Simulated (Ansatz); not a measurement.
`[NH2][Mg][O][SiH3]` + H–F → `[NH2][Mg][F]` + `O[SiH3]`  (ligand exchange at a Mg–O bond)

Program: Ansatz. Geometries: PBE0-D4/def2-TZVP. ΔE: electronic, gas phase. CCSD(T)/CBS is the MP2 limit (def2-TZVPP, def2-QZVPP) plus CCSD(T) − MP2 in def2-TZVPP, frozen cores. This one scheme is used for every species. Functionals use def2-TZVPP. B3LYP here is the variant with VWN-RPA as its local correlation; programs differ in this. HSE06 is defined as in plane-wave codes. For Mg outer-core shells are correlated without core-valence functions, which leaves a few kJ/mol of doubt a bond. Each species was taken in one conformer, which may not be the lowest.

```json
{"level": "LDA (SPW92)", "ΔE (kcal/mol)": "-6.5", "difference from CCSD(T)/CBS": "-2.5"}
{"level": "PBE-D4", "ΔE (kcal/mol)": "-7.2", "difference from CCSD(T)/CBS": "-3.2"}
{"level": "revPBE-D4", "ΔE (kcal/mol)": "-7.1", "difference from CCSD(T)/CBS": "-3.1"}
{"level": "BLYP-D4", "ΔE (kcal/mol)": "-7.5", "difference from CCSD(T)/CBS": "-3.5"}
{"level": "B97M-V", "ΔE (kcal/mol)": "-6.5", "difference from CCSD(T)/CBS": "-2.5"}
{"level": "PBE0-D4", "ΔE (kcal/mol)": "-6.1", "difference from CCSD(T)/CBS": "-2.1"}
{"level": "B3LYP-D4", "ΔE (kcal/mol)": "-6.6", "difference from CCSD(T)/CBS": "-2.6"}
{"level": "r2SCAN0-D4", "ΔE (kcal/mol)": "-5.6", "difference from CCSD(T)/CBS": "-1.6"}
{"level": "HSE06-D4", "ΔE (kcal/mol)": "-6.0", "difference from CCSD(T)/CBS": "-2.0"}
{"level": "BHLYP-D4", "ΔE (kcal/mol)": "-5.7", "difference from CCSD(T)/CBS": "-1.7"}
{"level": "CAM-B3LYP-D4", "ΔE (kcal/mol)": "-6.8", "difference from CCSD(T)/CBS": "-2.8"}
{"level": "ωB97M-V", "ΔE (kcal/mol)": "-6.6", "difference from CCSD(T)/CBS": "-2.6"}
{"level": "B2PLYP", "ΔE (kcal/mol)": "-6.4", "difference from CCSD(T)/CBS": "-2.4"}
{"level": "PBE-QIDH", "ΔE (kcal/mol)": "-5.2", "difference from CCSD(T)/CBS": "-1.2"}
{"level": "PBE", "ΔE (kcal/mol)": "-7.8", "difference from CCSD(T)/CBS": "-3.8"}
{"level": "revPBE", "ΔE (kcal/mol)": "-8.2", "difference from CCSD(T)/CBS": "-4.2"}
{"level": "BLYP", "ΔE (kcal/mol)": "-8.7", "difference from CCSD(T)/CBS": "-4.7"}
{"level": "r2SCAN", "ΔE (kcal/mol)": "-6.6", "difference from CCSD(T)/CBS": "-2.6"}
{"level": "PBE0", "ΔE (kcal/mol)": "-6.6", "difference from CCSD(T)/CBS": "-2.6"}
{"level": "B3LYP", "ΔE (kcal/mol)": "-7.6", "difference from CCSD(T)/CBS": "-3.6"}
{"level": "r2SCAN0", "ΔE (kcal/mol)": "-5.9", "difference from CCSD(T)/CBS": "-1.9"}
{"level": "HSE06", "ΔE (kcal/mol)": "-6.6", "difference from CCSD(T)/CBS": "-2.6"}
{"level": "BHLYP", "ΔE (kcal/mol)": "-6.7", "difference from CCSD(T)/CBS": "-2.7"}
{"level": "LC-ωPBE", "ΔE (kcal/mol)": "-7.4", "difference from CCSD(T)/CBS": "-3.4"}
{"level": "RPA@PBE/def2-TZVPP", "ΔE (kcal/mol)": "-4.2", "difference from CCSD(T)/CBS": "-0.2"}
{"level": "HF/def2-SVP", "ΔE (kcal/mol)": "-5.9", "difference from CCSD(T)/CBS": "-1.9"}
{"level": "MP2/def2-SVP", "ΔE (kcal/mol)": "-6.3", "difference from CCSD(T)/CBS": "-2.3"}
{"level": "CCSD/def2-SVP", "ΔE (kcal/mol)": "-6.2", "difference from CCSD(T)/CBS": "-2.2"}
{"level": "CCSD(T)/def2-SVP", "ΔE (kcal/mol)": "-6.1", "difference from CCSD(T)/CBS": "-2.1"}
{"level": "HF/def2-TZVPP", "ΔE (kcal/mol)": "-5.7", "difference from CCSD(T)/CBS": "-1.7"}
{"level": "MP2/def2-TZVPP", "ΔE (kcal/mol)": "-4.4", "difference from CCSD(T)/CBS": "-0.4"}
{"level": "SCS-MP2/def2-TZVPP", "ΔE (kcal/mol)": "-4.7", "difference from CCSD(T)/CBS": "-0.7"}
{"level": "CCSD/def2-TZVPP", "ΔE (kcal/mol)": "-4.6", "difference from CCSD(T)/CBS": "-0.6"}
{"level": "CCSD(T)/def2-TZVPP", "ΔE (kcal/mol)": "-4.4", "difference from CCSD(T)/CBS": "-0.4"}
{"level": "HF/def2-QZVPP", "ΔE (kcal/mol)": "-6.1", "difference from CCSD(T)/CBS": "-2.1"}
{"level": "MP2/def2-QZVPP", "ΔE (kcal/mol)": "-4.3", "difference from CCSD(T)/CBS": "-0.3"}
{"level": "SCS-MP2/def2-QZVPP", "ΔE (kcal/mol)": "-4.6", "difference from CCSD(T)/CBS": "-0.6"}
{"level": "HF/CBS(def2)", "ΔE (kcal/mol)": "-6.1", "difference from CCSD(T)/CBS": "-2.1"}
{"level": "MP2/CBS(def2)", "ΔE (kcal/mol)": "-3.9", "difference from CCSD(T)/CBS": "0.1"}
{"level": "CCSD/CBS(def2)", "ΔE (kcal/mol)": "-4.1", "difference from CCSD(T)/CBS": "-0.1"}
{"level": "CCSD(T)/CBS", "ΔE (kcal/mol)": "-4.0", "difference from CCSD(T)/CBS": "0"}
```

Largest T1 diagnostic among the species: 0.011.

In def2-TZVPP, CCSD(T) changes the Hartree–Fock value by +1.3 kcal/mol (the triples alone add +0.1 kcal/mol) and MP2 by +1.3 kcal/mol. Leaving LDA and LC-ωPBE aside and taking each functional with its dispersion term where it has one, the values spread over 2.3 kcal/mol, from BLYP-D4 to PBE-QIDH. LDA lies +1.4 kcal/mol from PBE without D4. The D4 term adds +1.0 kcal/mol with B3LYP and +0.6 kcal/mol with PBE0; it sums over pairs of atoms, weighted by their polarisabilities, and B3LYP, whose exchange is more repulsive, gets the larger term.
